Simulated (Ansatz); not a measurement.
Species: sum formula BN2H3Cl (charge -1, singlet). It need not be the lowest isomer of its formula. Whether it binds its extra electron was not tested at this geometry. 
Geometry from a B3LYP-D3(BJ)/def2-TZVP (Ansatz, a first-principles code) optimisation:
```xyz
7

N      1.0238    -1.2876     0.7766
B      0.0142    -0.5337     0.3104
N     -1.4283    -0.7642     0.4148
Cl     0.2650     1.1385    -0.7058
H      1.9504    -0.9610     0.5322
H     -1.6752    -1.4132     1.1483
H     -2.0205     0.0506     0.4259
```
Charge -1, spin multiplicity 1.

Basis-set convergence of Hartree-Fock and CCSD correlation energies (hartree) with Ansatz. Correlated levels leave the core frozen unless marked. Spin-orbit coupling is left out. Non-relativistic.

```tsv
basis	functions	E(HF)	E(corr, CCSD)
aug-cc-pV(D+d)Z	128	-594.97133	-0.64099
aug-cc-pV(T+d)Z	262	-595.01351	-0.77068
aug-cc-pV(Q+d)Z	467	-595.02485	-0.81252
```

Extrapolating the two largest sets (X = 3 and 4) as X^-3: E(corr) = (64·(-0.81252) - 27·(-0.77068))/37 = -0.8431 Eh, an estimate of the basis-set limit. The largest set recovers 96.4 % of it, the smallest 76.0 %.
